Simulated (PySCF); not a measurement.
**NMR data sheet: C5H4F2O**

```yaml
Formula: C5H4F2O
SMILES: FC(F)c1ccco1
InChI: InChI=1S/C5H4F2O/c6-5(7)4-2-1-3-8-4/h1-3,5H
Point_group_of_the_computed_structure: C1
Degrees_of_unsaturation: 3
Carbon_signals: 5
Proton_signals: 4
```

Mapped SMILES: `[F:1][CH:2]([F:3])[c:4]1[cH:5][cH:6][cH:7][o:8]1`; H(Xn) means a hydrogen on atom n.

PySCF 2.14.0 with density-fitted response routines calculation with J: B3LYP/pcJ-1 (spin–dipole term only in couplings to heteroatoms), shielding tensors at KT2/pcSseg-2 (GIAO) and geometry from PBE0-D3(BJ)/def2-SVP; rapidly exchanging positions averaged, non-relativistic Hamiltonian, one computed conformer, gas phase.

Shifts are taken against calculated references (same method and geometry level): $^{1}$H, $^{13}$C vs TMS; $^{19}$F against CFCl3; H2O for $^{17}$O.

| carbon | δC, type | δH (multiplicity, J in Hz) | HMBC from (abs. J ≥ 3 Hz) | span of the C tensor (ppm) |
| --- | --- | --- | --- | --- |
| C2 | 116.1, CH | 6.78 (t, 60.1) | – | 33 |
| C4 | 151.1, C | – | H(C7), H(C5), H(C6) | 131 |
| C5 | 107.6, CH | 6.87 (dt, 4.0, 3.0) | H(C7), H(C2), H(C6) | 167 |
| C6 | 111.2, CH | 6.59 (dd, 4.0, 2.2) | H(C7), H(C5) | 165 |
| C7 | 140.4, CH | 7.46 (dt, 2.2, 1.2) | H(C5), H(C6) | 135 |

Other nuclei:
```json
{"atoms": "F1/F3", "nucleus": "$^{19}$F", "environment": "fluorine of a CF2 group", "δ (ppm)": "-140.9", "σ (ppm)": "277.3"}
{"atoms": "O8", "nucleus": "$^{17}$O", "environment": "aromatic ring oxygen", "δ (ppm)": "296.4", "σ (ppm)": "28.0"}
```

Selected couplings (Hz, signed; the shortest-range and largest first, 30 at most; isotopes $^{19}$F, $^{13}$C, $^{1}$H): $^{1}J$(F1,C2) -293.0, $^{1}J$(C7,H(C7)) 213.8, $^{1}J$(C5,H(C5)) 187.3, $^{1}J$(C2,H(C2)) 186.1, $^{1}J$(C6,H(C6)) 185.8, $^{1}J$(C2,C4) 85.0, $^{1}J$(C4,C5) 76.9, $^{1}J$(C6,C7) 74.3, $^{1}J$(C5,C6) 56.6, $^{2}J$(F1,H(C2)) 60.1, $^{2}J$(F1,C4) 36.0, $^{2}J$(C2,C5) 4.9, $^{2}J$(C4,C7) 3.8, $^{2}J$(C4,C6) 2.2, $^{2}J$(C5,C7) 1.3, $^{3}J$(C2,C7) 4.5, $^{3}J$(H(C5),H(C6)) 4.0, $^{3}J$(C2,C6) 2.4, $^{3}J$(H(C6),H(C7)) 2.2, $^{4}J$(F1,C7) 3.4, $^{4}J$(F1,H(C5)) -3.0, $^{4}J$(F1,C6) -2.6.

- Carbon types of the structure: 1 × C, 4 × CH, which accounts for all hydrogens.
- δC 151.1: substituted aromatic carbon next to the ring oxygen.
- δC 140.4: aromatic CH next to the ring oxygen.
- δC 116.1: sp3 CH bonded to 2 F, on an aromatic ring; 2 electronegative neighbours deshield it.
- δC 111.2, 107.6: aromatic CH.
- δH 6.87, 6.59: hydrogen on an aromatic CH; ring-current deshielding.
- The protons at 6.87 and 6.59 share a coupling of 4.0 Hz (vicinal, an ortho-type coupling).

C–F couplings over four or more bonds (about 3 Hz to the para carbon of a fluoroarene) are left out. Common functionals overestimate the size of one-bond C–F couplings by tens of Hz; these are unscaled. Splittings below 1 Hz are ignored in the labels, and close J values are merged. Unscaled 3J(H,H) at this level run about 10 % above measured values. Shifts are as computed. Against solution values, carbons near 30 ppm lie about +3 ppm off and those near 130 ppm about -1 ppm. Of 1211 compounds with measured shifts, 218 miss one by over three times the rms of a fit or turn the order of signals round; such compounds aren't used in these exercises. Unscaled 19F shifts against computed CFCl3 carry errors that often reach 10 to 50 ppm. Unscaled 17O shifts of doubly bonded oxygen tend to come out too high, by tens of ppm or more. Experimental scales use liquid or dissolved standards, which lie at an offset from isolated H2O (liquid H2O: subtract about 36 ppm).
